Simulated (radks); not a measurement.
Problem. Method: non-relativistic Kohn-Sham, LDA (Slater exchange, VWN5 correlation), spin-polarised, spherical densities, point nucleus; open shells are filled with parallel spins first (spin-orbit coupling, left out, can overturn this in heavy ions); computed with a radial shooting solver on a logarithmic mesh with Libxc functionals. Response by self-consistent Sternheimer equations with the Hartree and adiabatic LDA kernel. For heavy and open-shell atoms this level of theory can miss by tens of per cent. Rank Pd, Be+, Nb+, Ga3+, Ge (NIST ground configurations) by static dipole polarisability, largest first.

Solution. Ge 44.22, Pd 28.36, Nb+ 26.16, Be+ 21.21, Ga3+ 1.444 bohr^3.
